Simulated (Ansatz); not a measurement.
Reaction (formal loss of a carbene): `C[CH](F)[InH2]` → `[CH]F` + `[CH3][InH2]`

Isolated molecules relaxed with PBE0-D4/def2-TZVP in Ansatz; ΔE leaves out vibrations. CCSD(T)/CBS adds triple-zeta CCSD(T) − MP2 to the extrapolated MP2 energy (def2 sets, frozen cores). This one scheme is used for every species. Functionals use def2-TZVPP. B3LYP here is the variant with VWN-RPA as its local correlation; programs differ in this. HSE06 is defined as in plane-wave codes. Elements past krypton have def2 core potentials. For In outer-core shells are correlated without core-valence functions, which leaves a few kJ/mol of doubt a bond.

```csv
level,ΔE (kJ/mol)
revPBE-D4,356.3
PBE0-D4,370.7
B3LYP-D4,349.1
r2SCANh-D4,370.1
HSE06,365.2
RPA@PBE/def2-TZVPP,315.9
HF/def2-TZVPP,296.9
MP2/def2-QZVPP,368.5
```

Question: What does CCSD(T)/CBS give? (An estimate is asked.)

Answer: The calculation gave: +347.8 kJ/mol. The listed levels differ from it by 8.5, 22.9, 1.3, 22.3, 17.4, -31.9, -50.9, 20.7 kJ/mol.

Largest T1 diagnostic among the species: 0.018.

In def2-TZVPP, CCSD(T) changes the Hartree–Fock value by +42.2 kJ/mol (the triples alone add +3.3 kJ/mol) and MP2 by +66.8 kJ/mol. From BLYP to BHLYP (50 % exact exchange), in def2-TZVPP and without D4, ΔE moves by +15.5 kJ/mol. The D4 term adds +10.6 kJ/mol with B3LYP and +5.7 kJ/mol with PBE0; it sums over pairs of atoms, weighted by their polarisabilities, and B3LYP, whose exchange is more repulsive, gets the larger term.
